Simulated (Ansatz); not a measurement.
Cost and result up the ladder for Si(GeH3)2H2 (SiGe2H8) (11 atoms). The state is a singlet with charge 0. Geometry: PBE0-D4/def2-SVP.

```xyz
11

Ge    1.752    0.499    0.825
Ge   -1.302   -0.834   -1.268
Si   -0.622    0.464    0.612
H     2.313   -0.934    0.765
H     2.180    1.135    2.161
H     2.374    1.312   -0.326
H    -0.878   -2.302   -1.074
H    -0.638   -0.303   -2.553
H    -2.830   -0.786   -1.452
H    -1.124    1.866    0.459
H    -1.224   -0.118    1.852
```

Ansatz on 2 threads of Arm Neoverse V1 on a shared host. Times are rough, and most runs start from the orbitals of an earlier one. PBE0-D4/def2-TZVP serves as the yardstick here, not as an exact answer. Differences are given only for rows in sets of like size (and for xTB, whose basis is part of the method), since another set adds its own error. Binding counts from free atoms at the same level (Ge triplet, Si triplet, H doublet; other spins of the atoms weren't run), without zero-point energy or a counterpoise term.

Correlated methods freeze 23 core orbitals; core or outer-core shells of Ge are correlated, in sets that lack core-valence functions. The rows differ in basis, and correlated rows in double-zeta sets carry the largest basis error. Another isomer (singlet) lies 0.12 eV lower at PBE0-D4/def2-TZVP; other spin states weren't run for this one.

Correlated methods converge slowly with the basis, most of all in double-zeta sets.

```csv
level,functions,wall time,binding energy per atom (eV),difference from PBE0-D4/def2-TZVP (eV)
HF/STO-3G,53,0.35 s,3.33,–
PBE-D4/def2-SVP,122,2.1 s,2.70,–
revPBE-D4/def2-TZVP,181,3.2 s,2.66,-0.05
PBE0-D4/def2-SVP,122,3.5 s,2.71,–
PBE-D4/def2-TZVP (with forces),181,4.2 s,2.70,-0.01
MP2/def2-TZVP,181,4.6 s,2.60,-0.11
PBE0-D4/def2-TZVP,181,5.5 s,2.71,0.00
r2SCAN-D4/def2-TZVP,181,7 s,2.76,0.05
r2SCANh-D4/def2-TZVP,181,9 s,2.75,0.04
B97M-V/def2-TZVP,181,18 s,2.80,0.09
CCSD(T)/def2-SVP,122,21 s,2.59,–
```
